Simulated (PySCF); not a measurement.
Radial density of Zn (zinc, neutral)

wB97M-V, [Ar] 3d10 4s1 4p1, high-spin 3P determinant (an excited configuration). Computed with PySCF 2.14 in aug-cc-pVDZ-PP with ECP10MDF (5s5p4d2f, 54 functions), with scalar relativity through the core potential. This is the valence pseudo-density: the core potential removes the inner electrons and smooths the orbitals near the nucleus.

```json
{"r (bohr)": "0.00638", "4πr²ρ (e/bohr)": "1.251e-05", "4πr²(ρα − ρβ)": "0.0000"}
{"r (bohr)": "0.0107", "4πr²ρ (e/bohr)": "3.528e-05", "4πr²(ρα − ρβ)": "0.0000"}
{"r (bohr)": "0.0181", "4πr²ρ (e/bohr)": "0.0001054", "4πr²(ρα − ρβ)": "0.0000"}
{"r (bohr)": "0.0304", "4πr²ρ (e/bohr)": "0.0004770", "4πr²(ρα − ρβ)": "0.0000"}
{"r (bohr)": "0.0511", "4πr²ρ (e/bohr)": "0.005091", "4πr²(ρα − ρβ)": "0.0000"}
{"r (bohr)": "0.0859", "4πr²ρ (e/bohr)": "0.07141", "4πr²(ρα − ρβ)": "-0.0003"}
{"r (bohr)": "0.145", "4πr²ρ (e/bohr)": "0.7162", "4πr²(ρα − ρβ)": "-0.0032"}
{"r (bohr)": "0.243", "4πr²ρ (e/bohr)": "4.530", "4πr²(ρα − ρβ)": "-0.0096"}
{"r (bohr)": "0.409", "4πr²ρ (e/bohr)": "17.83", "4πr²(ρα − ρβ)": "0.0332"}
{"r (bohr)": "0.688", "4πr²ρ (e/bohr)": "22.72", "4πr²(ρα − ρβ)": "-0.0050"}
{"r (bohr)": "1.16", "4πr²ρ (e/bohr)": "7.325", "4πr²(ρα − ρβ)": "0.1334"}
{"r (bohr)": "1.95", "4πr²ρ (e/bohr)": "1.613", "4πr²(ρα − ρβ)": "0.6490"}
{"r (bohr)": "3.27", "4πr²ρ (e/bohr)": "0.5906", "4πr²(ρα − ρβ)": "0.5276"}
{"r (bohr)": "5.51", "4πr²ρ (e/bohr)": "0.1204", "4πr²(ρα − ρβ)": "0.1200"}
{"r (bohr)": "9.26", "4πr²ρ (e/bohr)": "0.004795", "4πr²(ρα − ρβ)": "0.0048"}
{"r (bohr)": "15.6", "4πr²ρ (e/bohr)": "6.082e-05", "4πr²(ρα − ρβ)": "0.0001"}
```

Energies and moments cover only the electrons outside the core potential.

Problem. Where is the radial spin density 4πr²(ρα − ρβ) most negative, and why is it negative at all?

Solution. Around r = 0.243 bohr, down to -0.0096 e/bohr: exchange with the open shell polarises the paired shells in an unrestricted calculation.
